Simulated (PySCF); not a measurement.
Excitations are Tamm–Dancoff values on a coarser integration grid. The basis has no diffuse functions, so Rydberg states are missing or too high.

Cartesian coordinates (Å):
```xyz
11

C      2.6140    -0.3255    -0.3425
C      1.5535     0.0297     0.0923
C      0.2571     0.4414     0.6104
C     -0.8639    -0.4220     0.1087
C     -1.9356     0.0408    -0.5144
H      3.5552    -0.6364    -0.7292
H      0.2918     0.3964     1.7063
H      0.0691     1.4864     0.3455
H     -0.7541    -1.4885     0.2865
H     -2.0625     1.1000    -0.7157
H     -2.7246    -0.6224    -0.8480
```
Charge 0, multiplicity 1.

Problem. What is the computed HOMO, S1 excitation (TDA) and LUMO (M06-2X/def2-TZVP // PBE0-D3(BJ)/def2-TZVP (PySCF))?

Solution. 
The HOMO is -8.85 eV and the S1 excitation (TDA) comes out as 6.22 eV. The LUMO is 0.99 eV.
